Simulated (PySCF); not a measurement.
AgF, charge +1, doublet, at a GFN2-xTB geometry (such geometries of metal compounds can be far from the true shape) (the multiplicity is a formal guess) (core potentials on Ag); PySCF with B3LYP/def2-SVPD.

Here is a job for PySCF.
```python
from pyscf import gto, scf, dft

mol = gto.M(
    atom='''
Ag   -0.000000   -0.000000   -0.305452
F     0.000000    0.000000    1.595138
''',
    basis='def2-svpd',
    ecp={'Ag': 'def2-svpd'},
    charge=1,
    spin=1,
    verbose=4,
)

mf = dft.UKS(mol)
mf.xc = 'b3lyp'
mf.grids.atom_grid = (99, 590)
mf.grids.prune = None
mf.kernel()
```

### Question
What does PySCF print? Leave out banner, timings and long lists.

### Answer

```
PySCF version 2.14.0

[INPUT] verbose = 4
[INPUT] num. atoms = 2
[INPUT] num. electrons = 27
[INPUT] charge = 1
[INPUT] spin (= nelec alpha-beta = 2S) = 1
[INPUT] symmetry False subgroup None
[INPUT] Mole.unit = angstrom
[INPUT] Symbol           X                Y                Z      unit          X                Y                Z       unit  Magmom
[INPUT]  1 Ag     0.000000000000   0.000000000000  -0.305452000000 AA    0.000000000000   0.000000000000  -0.577220624201 Bohr   0.0
[INPUT]  2 F      0.000000000000   0.000000000000   1.595138000000 AA    0.000000000000   0.000000000000   3.014373950886 Bohr   0.0

nuclear repulsion = 47.6111644633088
number of shells = 21
number of NR pGTOs = 93
number of NR cGTOs = 57
basis = def2-svpd
ecp = {'Ag': 'def2-svpd'}

******** <class 'pyscf.dft.uks.UKS'> ********
method = UKS
initial guess = minao
damping factor = 0
level_shift factor = 0
DIIS = <class 'pyscf.scf.diis.CDIIS'>
diis_start_cycle = 1
diis_space = 8
diis_damp = 0
SCF conv_tol = 1e-09
SCF conv_tol_grad = None
SCF max_cycles = 50
direct_scf = True
direct_scf_tol = 1e-13
number electrons alpha = 14  beta = 13
XC library pyscf.dft.libxc version 7.1.2
    S. Lehtola, C. Steigemann, M. J. T. Oliveira, and M. A. L. Marques,  SoftwareX 7, 1–5 (2018)
XC functionals = b3lyp
    P. J. Stephens, F. J. Devlin, C. F. Chabalowski, and M. J. Frisch,  J. Phys. Chem. 98, 11623 (1994)
radial grids:
    Treutler-Ahlrichs [JCP 102, 346 (1995); DOI:10.1063/1.469408] (M4) radial grids

becke partition: Becke, JCP 88, 2547 (1988); DOI:10.1063/1.454033
pruning grids: None
grids dens level: 3
symmetrized grids: False
atomic radii adjust function: <function treutler_atomic_radii_adjust>
User specified grid scheme (99, 590)
small_rho_cutoff = 0
Set gradient conv threshold to 3.16228e-05
tot grids = 116824
init E= -234.280279219531

cycle= 1 E= -245.756039193219  delta_E= -11.5  |g|= 1.05  |ddm|=  2.3
cycle= 2 E= -242.724992131439  delta_E= 3.03  |g|=  2.9  |ddm|= 3.03
cycle= 3 E= -246.352940861747  delta_E= -3.63  |g|= 0.0763  |ddm|= 2.14
cycle= 4 E= -246.352889395428  delta_E= 5.15e-05  |g|= 0.0711  |ddm|= 0.0993
cycle= 5 E= -246.354815100163  delta_E= -0.00193  |g|= 0.018  |ddm|= 0.054
cycle= 6 E= -246.354928111482  delta_E= -0.000113  |g|= 0.00785  |ddm|= 0.0185
cycle= 7 E= -246.354950907148  delta_E= -2.28e-05  |g|= 0.00173  |ddm|= 0.00713
cycle= 8 E= -246.354952064991  delta_E= -1.16e-06  |g|= 0.00059  |ddm|= 0.00137
cycle= 9 E= -246.354952229722  delta_E= -1.65e-07  |g|= 0.000115  |ddm|= 0.000835
cycle= 10 E= -246.354952236025  delta_E= -6.3e-09  |g|= 9.93e-06  |ddm|= 0.000172
cycle= 11 E= -246.354952236104  delta_E= -7.87e-11  |g|= 4.45e-06  |ddm|= 2.95e-05
Extra cycle  E= -246.354952236058  delta_E= 4.56e-11  |g|= 1.17e-05  |ddm|= 1.54e-05
converged SCF energy = -246.354952236058  <S^2> = 0.75445201  2S+1 = 2.0044471
```
